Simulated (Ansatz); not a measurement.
# A barrier at the coupled-cluster level

Start structure (SiH₆ClOF, singlet), relaxed at PBE0-D4/def2-TZVP:

```
10
angstrom
Si -1.2254 0.3806 -1.3339
H -0.0795 0.4818 -2.2609
H -2.4548 -0.0284 -2.0537
H -1.4477 1.6265 -0.5725
Cl 1.8462 1.5596 0.4055
H 0.2240 -1.1297 1.2660
F -0.9109 -0.8053 -0.2772
H 1.5553 -1.6658 1.8262
O 0.9509 -0.9204 1.8668
H 1.5419 0.5012 1.1335
```

The step: SiH₃F ([F][SiH3]) + HCl + H₂O → SiH₂ClF ([F][SiH2][Cl]) + H₂O + H₂; bonds formed: Si1–Cl5, H2–H8, O9–H10; bonds broken: Si1–H2, Cl5–H10, H8–O9. Ansatz 0.2.0; basis: def2-TZVPP and def2-QZVPP; cores frozen in the correlated methods. Extrapolation: Hartree–Fock as exp(−7.88 √X), correlation as X^−2.97. Energies below are by CCSD(T) at an estimated basis limit (MP2 extrapolated from triple and quadruple zeta, plus CCSD(T) − MP2 in triple zeta).

Problem. What are the electronic barrier and the energy of the step, from the start structure to the end structure? (An estimate is asked for; the value comes from the calculation.)

Solution. Computed: Barrier 1.642 eV; step energy -0.622 eV (downhill); reverse barrier, their difference, 2.264 eV. Barrier and step energy count from the start structure, the reverse barrier from the end structure.

The saddle point: One imaginary mode of 748i cm⁻¹.
```tsv
pair	start (Å)	saddle (Å)	end (Å)
Si1–Cl5	3.72	2.35	2.04
H2–H8	4.90	1.04	0.75
O9–H10	1.71	1.02	0.96
Si1–H2	1.48	1.64	4.56
Cl5–H10	1.32	1.93	3.05
H8–O9	0.96	1.19	2.54
```

Zero-point energy (harmonic, PBE0-D4): ZPE is 1.661 eV at the start and 1.672 eV at the saddle, so the barrier goes from 1.642 to 1.653 eV.

T1 diagnostic: at most 0.011.

Labels in which every atom is bracketed show which atoms are joined, not bond orders.

For scale, one of the runs: CCSD(T)/def2-TZVPP, 230 basis functions, launched by `ansatz run in.yaml --threads 4 --pin off --events-out ev --progress --plain --max-ram 9574MiB`. The run took 100 s on 4 CPU threads of an Arm Neoverse V1 (shared host), with 3.9 GiB of host memory at its peak.
